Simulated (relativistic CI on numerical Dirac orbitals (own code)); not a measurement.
# In II: calculation against measurement

Computed by Dirac-Coulomb-Breit CI, separate exchange-only KLI orbitals for each configuration, QED by a radiative potential, valence Slater integrals scaled by 0.85, P86 correlation energy added to each configuration (own radial code, finite nucleus).

Configurations in the expansion (outside the closed core [Kr] 4d10): 5s2, 5s.5p, 5s.6s, 5p2, 5s.5d, 5s.6p, 5d2, 5s.7s, 5s.4f, 5s.6d, 5p.5d, 5s.7p, 5s.8s, 5s.5f, 5s.5g, 5s.7d, 5s.8p, 5s.6f, 5p.6s. Levels of other configurations are missing.

| Configuration | Term (tabulated) | J | Measured (cm⁻¹) | Computed | Error | Purity (%) |
| --- | --- | --- | --- | --- | --- | --- |
| 5s2 | 1S | 0 | 0.0 | 0 | 0 | 97 |
| 5s.5p | 3P° | 0 | 42276.4 | 37613 | -4664 | 100 |
| 5s.5p | 3P° | 1 | 43350.9 | 38631 | -4720 | 99 |
| 5s.5p | 3P° | 2 | 45829.6 | 40866 | -4963 | 100 |
| 5s.5p | 1P° | 1 | 63038.2 | 61263 | -1775 | 95 |
| 5s.6s | 3S | 1 | 93923.4 | 89282 | -4641 | 100 |
| 5s.6s | 1S | 0 | 97029.7 | 92800 | -4230 | 99 |
| 5p2 | 3P | 0 | 101607.7 | 97024 | -4584 | 98 |
| 5s.5d | 3D | 1 | 102088.0 | 97337 | -4751 | 99 |
| 5s.5d | 3D | 2 | 102174.0 | 97406 | -4768 | 100 |
| 5s.5d | 3D | 3 | 102307.6 | 97512 | -4796 | 100 |
| 5p2 | 3P | 1 | 103248.8 | 98324 | -4925 | 99 |
| 5p2 | 3P | 2 | 105564.6 | 100391 | -5174 | 97 |
| 5s.6p | 3P° | 0 | 107662.2 | 102550 | -5112 | 99 |
| 5s.6p | 3P° | 1 | 107841.5 | 102760 | -5081 | 98 |
| 5s.6p | 3P° | 2 | 108429.9 | 103301 | -5128 | 99 |
| 5s.6p | 1P° | 1 | 109779.8 | 106019 | -3761 | 94 |
| 5p2 | 1S | 0 | 121289.1 | 119440 | -1849 | 63 |

Measured levels from NIST Handbook of Basic Atomic Spectroscopic Data (Sansonetti and Martin, J. Phys. Chem. Ref. Data 34, 1559 (2005)); pairs were made by configuration, J and term (by order where the table uses no LS term), so strongly mixed levels may be paired wrongly.

Mean error by configuration (cm⁻¹): 5s.5p -4031; 5s.6s -4436; 5p2 -4133; 5s.5d -4772; 5s.6p -4771. Over the excited levels the mean absolute error is 4407 cm⁻¹ (17 of the 19 excited levels that our extract of the source holds in range could be paired, and the others can miss by more), and the median relative error of those above 1,000 cm⁻¹ is 4.7 %.

Transition probabilities of persistent lines. The last column rescales the computed rate by the cube of measured over computed energy:

```csv
λ measured (Å),Lower,Upper,A tabulated (s⁻¹),A computed,A rescaled
1586.34 vacuum,5s2 1S_0,5s.5p 1P°_1,1.22e+09,1.81e+09,1.97e+09
2306.05 air,5s2 1S_0,5s.5p 3P°_1,2.30e+06,1.06e+06,1.50e+06
2554.43 air,5s.5p 1P°_1,5s.5d 3D_2,1.00e+06,6.91e+05,8.77e+05
2941.05 air,5s.5p 1P°_1,5s.6s 1S_0,1.40e+08,4.80e+08,6.01e+08
```
